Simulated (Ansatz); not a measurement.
Program: Ansatz. Geometries: PBE0-D4/def2-TZVP. ΔE: electronic, gas phase. CBS: MP2 limit from def2 TZ/QZ plus the TZ coupled-cluster correction, frozen cores. This one scheme is used for every species. Functionals use def2-TZVPP. For Ge outer-core shells are correlated without core-valence functions, which leaves a few kJ/mol of doubt a bond. Scalar relativity is left out up to krypton. Each species was taken in one conformer, which may not be the lowest.

Reaction (redistribution): `[Cl][GeH]([Cl])[Cl]` + `N#C[SiH2]P` → `N#[C][Ge]([Cl])([Cl])[Cl]` + `[SiH3]P`

`[Cl][GeH]([Cl])[Cl]`:

Cartesian coordinates in Å:
```
Cl 0.039 1.974 0.657
Ge 0.133 -0.046 0.001
Cl -1.076 -1.229 1.290
Cl -0.670 -0.155 -1.964
H 1.574 -0.544 0.017
```

`N#C[SiH2]P`:

Cartesian coordinates in Å:
```
N -2.148 0.399 1.963
C -1.172 0.416 1.351
Si 0.376 0.405 0.338
P -0.180 -0.390 -1.689
H 1.364 -0.400 1.093
H 0.830 1.810 0.225
H -0.256 -1.728 -1.219
H 1.187 -0.511 -2.063
```

`N#[C][Ge]([Cl])([Cl])[Cl]`:

```xyz
6

N    -2.039   -0.592   -1.442
C    -1.125   -0.327   -0.796
Ge    0.391    0.114    0.277
Cl   -0.221    1.458    1.784
Cl    1.850    1.008   -0.959
Cl    1.144   -1.661    1.136
```

`[SiH3]P`:

```xyz
7

Si   -0.374   -0.607    0.402
P     0.183    0.854   -1.222
H    -0.176   -1.981   -0.129
H    -1.813   -0.415    0.719
H     0.419   -0.454    1.650
H     1.579    0.630   -1.074
H     0.182    1.973   -0.346
```

```tsv
level	ΔE (kJ/mol)
RPA@PBE/def2-TZVPP	31.3
MP2/def2-TZVPP	34.5
```

Q: What does CCSD(T)/CBS give? (Estimate.)

A: Ansatz gave: +42.8 kJ/mol. The listed levels differ from it by -11.5, -8.3 kJ/mol.

Largest T1 diagnostic among the species: 0.014.

Leaving LDA and LC-ωPBE aside and taking each functional with its dispersion term where it has one, the values, not all of them listed here, spread over 4.4 kJ/mol, from revPBE-D4 to r2SCAN0-D4. At CCSD(T), def2-SVP lies −12.3 kJ/mol from the extrapolated value and def2-TZVPP −8.3 kJ/mol.
